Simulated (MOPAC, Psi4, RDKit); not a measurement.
Internal rotation in C9H8S2, SMILES c1sccc1-c1sc(cc1)C. Scanned: dihedral S11–C5–C6–C7; all other coordinates were relaxed at GFN2-xTB. Points at φ and −φ are mirror images. Heavy atoms are numbered in the order of the SMILES Cc1ccc(-c2ccsc2)s1, hydrogens after them in the order of the atoms that carry them; the mirror image has the same energies with the sign of each dihedral reversed. Each profile is relative to its own lowest point.

| φ / ° | A | B | C |
|---|---|---|---|
| -165 | 0.7 | 4.4 | 0.1 |
| -150 | 0.0 | 16.8 | 1.1 |
| -135 | 0.1 | 35.5 | 3.9 |
| -120 | 0.8 | 58.1 | 8.2 |
| -105 | 1.5 | 79.5 | 12.6 |
| -90 | 1.5 | 89.4 | 14.4 |
| -75 | 1.4 | 79.4 | 12.1 |
| -60 | 0.7 | 57.9 | 7.6 |
| -45 | 0.1 | 35.6 | 3.7 |
| -30 | 0.3 | 17.2 | 1.7 |
| -15 | 1.1 | 5.2 | 1.5 |
| 0 | 1.7 | 1.0 | 1.7 |
| 15 | 1.1 | 5.2 | 1.5 |
| 30 | 0.3 | 17.2 | 1.7 |
| 45 | 0.1 | 35.6 | 3.7 |
| 60 | 0.7 | 57.9 | 7.6 |
| 75 | 1.4 | 79.4 | 12.1 |
| 90 | 1.5 | 89.4 | 14.4 |
| 105 | 1.5 | 79.5 | 12.6 |
| 120 | 0.8 | 58.1 | 8.2 |
| 135 | 0.1 | 35.5 | 3.9 |
| 150 | 0.0 | 16.8 | 1.1 |
| 165 | 0.7 | 4.4 | 0.1 |
| 180 | 1.2 | 0.0 | 0.0 |

Energies in kJ/mol.

Question: Assign the columns to these levels of theory: B3LYP-D3(BJ)/def2-SVP // GFN2-xTB run with Psi4; MMFF94 // GFN2-xTB (RDKit); PM7, restricted, heats of formation // GFN2-xTB in MOPAC.

Answer: A is PM7; B is MMFF94; C is B3LYP-D3(BJ)/def2-SVP.
